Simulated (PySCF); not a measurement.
GaHFBr, SMILES [F][GaH][Br]. Heavy atoms are numbered as in [GaH:1]([F:3])[Br:4]. Hydrogens are named by the atom that carries them.

Coordinates come from a r2SCAN-D4/def2-TZVP optimisation.

Level of theory: PBE0/pcSseg-2 run with PySCF.

GIAO shieldings, no solvent; atoms alike by connectivity are averaged. δ = σ(ref) − σ: ¹H against TMS (σ = 31.54 ppm); ¹⁹F against CFCl3 (σ = 165.8 ppm), references at their B3LYP-D3(BJ)/def2-TZVP geometries, non-relativistic (without spin–orbit terms, shifts of atoms bonded to Cl or Br come out too high).

```
nucleus     atoms  count  δ (ppm)
-------  --------  -----  -------
¹H       H on Ga1      1     6.29
¹⁹F            F3      1   -121.5
```
